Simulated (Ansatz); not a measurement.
F$_{2}$, charge +1, doublet, at a GFN2-xTB geometry (a state made from the parent by changing its charge; the spin is typed, not shown lowest). Base run: CAM-B3LYP/STO-3G in Ansatz (an electronic-structure program).

Input for Ansatz:
Ansatz 0.2 input:
```yaml
crystal:
  periodic: [false, false, false]
  atoms:
    - {symbol: F, position_ang: [-0.00000000, -0.00000000, -0.64677315]}
    - {symbol: F, position_ang: [0.00000000, 0.00000000, 0.64677315]}
basis:
  gaussian:
    orbitals: STO-3G
hamiltonian:
  xc: cam_b3lyp
total_charge: 1
magnetization: {spin_polarized: true, initial_magnetization: 1}
```

Each row names what was changed in the base input (with any setting that the change needs).

```
change                                                                                ΔE vs base (eV)        outcome
------------------------------------------------------------------------------------  ---------------  -------------
base                                                                                             0.00      converged
occupation = up:Ag:3 B1u:2 B2g:1 B2u:1 B3u:2 down:Ag:3 B1u:2 B2g:1 B2u:1 B3u:1                      -  input refused
occupation = up:Ag:4 B1u:2 B2g:1 B2u:1 B3g:1 down:Ag:3 B1u:2 B2g:1 B2u:1 B3u:1                      -  input refused
occupation = up:Ag:3 B1u:2 B2g:1 B2u:1 B3g:1 B3u:1 down:Ag:3 B1u:2 B2g:1 B2u:1 B3u:1             0.00      converged
occupation = up:Ag:4 B1u:2 B2g:1 B2u:1 B3u:1 down:Ag:3 B1u:2 B2g:1 B2u:1 B3u:1                      -  input refused
symmetry_tolerance_ang = 0.01                                                                    0.00      converged
occupation = up:Ag:2 B1u:2 B2g:2 B2u:1 B3g:1 B3u:1 down:Ag:3 B1u:2 B2g:1 B2u:1 B3u:1                -  input refused
```

- occupation = up:Ag:3 B1u:2 B2g:1 B2u:1 B3u:2 down:Ag:3 B1u:2 B2g:1 B2u:1 B3u:1: ended with `Error: 2 electrons of one spin were asked for in irrep 1 (counted from 0), which has 1 orbitals`
- occupation = up:Ag:4 B1u:2 B2g:1 B2u:1 B3g:1 down:Ag:3 B1u:2 B2g:1 B2u:1 B3u:1: ended with `Error: 4 electrons of one spin were asked for in irrep 0 (counted from 0), which has 3 orbitals`
- occupation = up:Ag:4 B1u:2 B2g:1 B2u:1 B3u:1 down:Ag:3 B1u:2 B2g:1 B2u:1 B3u:1: ended with `Error: 4 electrons of one spin were asked for in irrep 0 (counted from 0), which has 3 orbitals`
